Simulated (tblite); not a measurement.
Question: Give a GFN2-xTB geometry of `N#CC[Si@@H](Cl)CCC=C`.

Answer: 
```xyz
19
C6H10ClNSi angstrom
C      3.396    0.568    0.011
C      2.145    0.974   -0.090
C      0.970    0.061   -0.244
C      0.032    0.187    0.967
Si    -1.456   -0.999    0.914
Cl    -0.828   -2.921    0.811
C     -2.474   -0.679   -0.689
C     -2.862    0.693   -0.785
N     -3.154    1.798   -0.843
H      3.657   -0.477   -0.028
H      4.214    1.258    0.132
H      1.906    2.029   -0.045
H      0.426    0.335   -1.152
H      1.315   -0.970   -0.345
H      0.613    0.008    1.874
H     -0.325    1.217    1.027
H     -2.325   -0.843    2.080
H     -1.885   -0.934   -1.573
H     -3.373   -1.297   -0.699
```

Orientation and origin are arbitrary. Atoms count from 1 in this order. The C–C distances run from 1.319 Å (C1=C2, drawn double) to 1.537 Å (C3–C4, drawn single), a spread of 0.218 Å. Of the pairs four or more bonds apart, H10···H14 is among the closest relative to their van der Waals radii: 2.41 Å, 101 % of the sum of Bondi's values. Si5 (chlorine-bound silicon) is tetrahedral (angles from 106.2° to 112.1°). The C–Si distances run from 1.903 Å (C4–Si5, drawn single) to 1.925 Å (Si5–C7, drawn single), a spread of 0.022 Å.

Bonds between heavy atoms (Å): C1=C2 1.319, C2–C3 1.496, C3–C4 1.537, C4–Si5 1.903, Si5–Cl6 2.025, Si5–C7 1.925, C7–C8 1.429, C8≡N9 1.144.

Computed geometry: GFN2-xTB, gas phase.

Point group: C1 (no symmetry element, even within 0.4 Å). Its GFN2-xTB frequencies are all real (lowest 17 cm⁻¹). One conformer, not necessarily the lowest (C1–C2–C3–C4 117°, C2–C3–C4–Si5 -177°, C3–C4–Si5–Cl6 58°, C4–Si5–C7–C8 -55°).

On an Intel Xeon at 2.50 GHz with one thread, shared host with 64 logical CPUs at a one-minute load of 61, this took 1.5 s wall. This is the geometry optimisation.
